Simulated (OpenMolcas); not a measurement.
Consider [Cu2(μ-Cl)2(H2O)4]2+, a planar model complex in vacuum (2 bridging Cl, bridge angle 90°, metal-metal distance 3.34 Å, Cu–Cl 2.36 Å; typed geometry, not optimised).

```xyz
16

Cu    -1.6716     0.0000     0.0000
Cu     1.6716     0.0000     0.0000
Cl     0.0000     1.6716     0.0000
Cl     0.0000    -1.6716     0.0000
O     -3.0575     1.3859     0.0000
H     -3.4703     1.7987     0.7747
H     -3.4703     1.7987    -0.7747
O     -3.0575    -1.3859     0.0000
H     -3.4703    -1.7987     0.7747
H     -3.4703    -1.7987    -0.7747
O      3.0575     1.3859     0.0000
H      3.4703     1.7987     0.7747
H      3.4703     1.7987    -0.7747
O      3.0575    -1.3859     0.0000
H      3.4703    -1.7987     0.7747
H      3.4703    -1.7987    -0.7747
```

**Question.** Give the energies of the total-spin states at CASSCF(2,2) on the singly occupied d orbitals (ANO-RCC-VDZP on Cu, Cl, O and ANO-RCC-VDZ on H, scalar-relativistic DKH2, RICD, no spin-orbit coupling, OpenMolcas), and the exchange constant.

**Answer.** Local spins 1/2 and 1/2.

| total S | E (cm⁻¹) | natural occupations, lowest and highest |
|---|---|---|
| 1 | 0.0 | 1.000, 1.000 |
| 0 | 17.5 | 0.993, 1.007 |

J = 8.8 cm⁻¹ (ferromagnetic).

J is defined by H = −2J S1·S2, so negative values are antiferromagnetic. Wave-function values come from the highest and lowest total spin; broken-symmetry values use Yamaguchi's formula with the computed ⟨S²⟩. The active space holds the singly occupied metal orbitals alone, without bridging-ligand orbitals. No row is a measured value.
